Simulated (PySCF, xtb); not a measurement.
hydrogen telluride (H2Te), SMILES [TeH2].

Harmonic wavenumbers (cm⁻¹) from GFN2-xTB in xtb 6.7.1 at its own minimum, in rising order: 915, 1964, 1972.

Question: What does PBE0-D3(BJ)/def2-TZVPD in PySCF 2.14.0 give at its own minimum? (Estimate from the structure and the level; the computed values follow.)

Answer: 888, 2165, 2173. Paired by order, the mean absolute difference is 143 cm⁻¹ and the zero-point energies are 6.9 and 7.5 kcal/mol.
